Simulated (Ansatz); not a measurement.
Molecule: Se₂I, charge 0, multiplicity 2. It need not be the lowest isomer of its formula. 
Coordinates optimised at B3LYP-D3(BJ)/def2-TZVP (Ansatz, a program for electronic structure):
SMILES: [Se]([Se])I
```xyz
3

Se    -2.0233    -0.9611    -0.2514
Se     0.0813    -1.0079     0.4228
I      1.2458     1.2631    -0.1100
```
Charge 0, spin multiplicity 2.

Parts of the frozen-core correlation energy in def2-TZVPP (Ansatz, hartree). Frozen orbitals: 37; correlated occupied orbitals by spin: 10 and 9; virtual: 99 and 100. Open shells are spin-unrestricted. No spin-orbit coupling. In def2 rows, elements after Kr have scalar-relativistic effective core potentials.

| term | value |
|---|---|
| reference (HF) | -5096.37427 |
| MP2 opposite-spin | -0.31302 |
| MP2 same-spin | ? |
| CCSD correlation | ? |
| (T) | ? |
| T1 diagnostic | 0.034 |
| largest doubles amplitude | 0.060 |
| <S^2> of the reference | 0.775 |

Q: Fill in the missing entries.

A: 
- MP2 same-spin, value: -0.10492
- CCSD correlation, value: -0.45729
- (T), value: -0.02507
